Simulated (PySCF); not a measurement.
An excited-state job on `ClB([B@H-]1[O+]=CC=CO1)Cl`.

Method: TDDFT wB97X-D/def2-SVPD, vertical, gas phase, core orbitals frozen in the response (PySCF 2.14.0, density-fitted response routines). Geometry: GFN2-xTB. The input is one job of a driver script: a line of settings, then coordinates in Å.

Command:
```bash
OMP_NUM_THREADS=1 python probes_run.py task.json out
```

Input:
```
{"job": {"kind": "uv", "xc": "wB97X-D", "basis": "def2-SVPD", "nstates": 8, "ntriplets": 3}, "charge": 0, "multiplicity": 1}
Cl     3.148690     0.964950    -1.031122
B      1.858308    -0.168411    -1.185419
Cl     1.595597    -0.773159    -2.781880
B      0.923842    -0.683346     0.175860
O     -0.428798    -1.286237    -0.292799
C     -1.502566    -0.637759    -0.176114
C     -1.627412     0.591327     0.464306
C     -0.503549     1.065054     1.133355
O      0.635544     0.526241     1.105140
H      1.444128    -1.512914     0.852579
H     -2.389044    -1.126202    -0.584001
H     -2.572737     1.095114     0.530232
H     -0.586392     1.945828     1.772134
```

Task: Give the output.

Result: 
```
coarse grid: 13336 points
cycle   1  E = -1236.4522653802  dE =  1.836e+00  |g| = 8.452e-01  |ddm| = 5.833e+00
cycle   2  E = -1236.3838113740  dE =  6.845e-02  |g| = 1.124e+00  |ddm| = 2.872e+00
cycle   3  E = -1236.6125804189  dE = -2.288e-01  |g| = 1.097e-01  |ddm| = 1.630e+00
cycle   4  E = -1236.6151845780  dE = -2.604e-03  |g| = 4.597e-02  |ddm| = 3.051e-01
cycle   5  E = -1236.6157710689  dE = -5.865e-04  |g| = 6.774e-03  |ddm| = 1.189e-01
cycle   6  E = -1236.6157899199  dE = -1.885e-05  |g| = 2.122e-03  |ddm| = 3.362e-02
cycle   7  E = -1236.6157917540  dE = -1.834e-06  |g| = 8.740e-04  |ddm| = 8.954e-03
final grid: 123440 points
cycle   8  E = -1236.7708705386  dE = -1.035e-04  |g| = 5.825e-03  |ddm| = 2.005e-01
cycle   9  E = -1236.7708734063  dE = -2.868e-06  |g| = 5.047e-03  |ddm| = 2.502e-02
cycle  10  E = -1236.7708785735  dE = -5.167e-06  |g| = 1.028e-03  |ddm| = 1.058e-02
cycle  11  E = -1236.7708787700  dE = -1.966e-07  |g| = 5.105e-04  |ddm| = 2.445e-03
cycle  12  E = -1236.7708788321  dE = -6.202e-08  |g| = 8.520e-05  |ddm| = 1.161e-03
cycle  13  E = -1236.7708788354  dE = -3.332e-09  |g| = 2.474e-05  |ddm| = 3.008e-04
cycle  14  E = -1236.7708788361  dE = -7.144e-10  |g| = 1.266e-05  |ddm| = 1.832e-04
converged SCF energy = -1236.7708788361

Static polarisability (au): isotropic 93.781, principal 74.617 100.839 105.887

Singlet excitations
state   eV       nm        f      main configurations
  1   3.5114    353.1   0.02058   H->L 0.98
  2   4.7312    262.1   0.01370   H->L+1 0.90
  3   5.0488    245.6   0.00133   H-4->L 0.97
  4   5.6452    219.6   0.11154   H-2->L 0.82, H-1->L 0.12
  5   5.9987    206.7   0.00012   H-1->L+1 0.83, H-2->L+1 0.09
  6   6.3118    196.4   0.00431   H-1->L 0.81, H-2->L 0.12
  7   6.5612    189.0   0.03381   H-2->L+1 0.42, H->L+2 0.19, H-5->L 0.17
  8   6.5830    188.3   0.01874   H-5->L 0.59, H-2->L+1 0.11, H-7->L 0.10

Triplet excitations (Tamm-Dancoff, eV): 2.5990 4.0054 4.6874
```

The SCF starts on a coarse grid where the log names one; the energy can jump when the final grid takes over, and dE then counts from the start density on the new grid. H and L stand for HOMO and LUMO; the number after each pair is its weight.

Task: Give S1 in cm⁻¹ and kJ/mol.

Result: 3.5114 eV × 8065.54 = 28321 cm⁻¹; × 96.485 = 338.8 kJ/mol.

Task: Give the mean polarisability as a volume in Å³, and the ratio of the largest to the smallest principal value.

Result: 93.781 au × 0.148185 = 13.90 Å³; 105.887/74.617 = 1.42.

Summary of the converged run: HOMO -8.79 eV, LUMO -0.89 eV; lowest singlet 3.51 eV; lowest triplet 2.60 eV (Tamm–Dancoff); mean polarisability 93.8 au.

On one thread of an Arm Neoverse N1, no GPU, on a shared host, this took 1.8 min wall (with the writing of density and orbital grids) and 1.0 GiB of memory at its peak.

One conformer stands for the species.
Labels such as C1 count atoms from 1, the log's own numbers from 0.

Note: wB97X-D ran without an empirical dispersion term, which enters the total energy and its gradient alone.
